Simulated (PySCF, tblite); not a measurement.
Isomers of C8H11FSi, one GFN2-xTB conformer each. Single-point energies are computed at PBE0/pcSseg-1 (PySCF, gas phase, no added dispersion term), electronic only.

Question: Rank them by PBE0/pcSseg-1 energy, lowest first (kcal/mol).
A. `[F:1][C@@H:2]1[CH2:3][CH2:4][C@H:5]1[C:6]1=[CH:7][CH:8]=[CH:9][SiH2:10]1` with C4–C5–C6–C7 -27°, F1–C2–C3–C4 -133°, C2–C3–C4–C5 14°, C3–C4–C5–C6 -135°, C6–C7–C8–C9 0°
B. `[CH2:1]=[CH:2][CH2:3][Si@:4]1([CH3:5])[CH:6]=[CH:7][CH:8]=[C:9]1[F:10]` with C1–C2–C3–Si4 -104°, C2–C3–Si4–C5 61°

Answer: B (0.0), A (10.4).

As drawn, the higher has a four-membered ring, which the lower lacks. GFN2-xTB itself gives, in the same order: 27.4, 0.0. GFN2-xTB puts F[C@@H]1CC[C@H]1C1=CC=C[SiH2]1 lowest instead.

Q: Which frontier levels, dipoles and rotational constants go with these structures?

A: 
| SMILES | HOMO (eV, PBE0/pcSseg-1) | LUMO (eV) | dipole (D) | A, B, C (MHz) |
| --- | --- | --- | --- | --- |
| C=CC[Si@]1(C)C=CC=C1F | -6.43 | -1.42 | 1.34 | 1808, 738.3, 663.8 |
| F[C@@H]1CC[C@H]1C1=CC=C[SiH2]1 | -6.48 | -1.46 | 1.71 | 2230, 752.1, 589.8 |

Q: What happens when harmonic zero-point energies from GFN2-xTB frequencies are added?

A: 
```csv
SMILES,ZPE (kcal/mol),electronic (kcal/mol),with ZPE (kcal/mol)
C=CC[Si@]1(C)C=CC=C1F,102.0,0.0,0.0
F[C@@H]1CC[C@H]1C1=CC=C[SiH2]1,101.6,10.4,10.0
```

The zero-point energies span 0.4 kcal/mol. The order is unchanged.

Q: As an exercise, what shares would exp(−E/RT) give at 2000 K from these electronic energies alone (no entropy, no degeneracies)?

A: RT = 3.974 kcal/mol: C=CC[Si@]1(C)C=CC=C1F 93.2 %, F[C@@H]1CC[C@H]1C1=CC=C[SiH2]1 6.8 %.
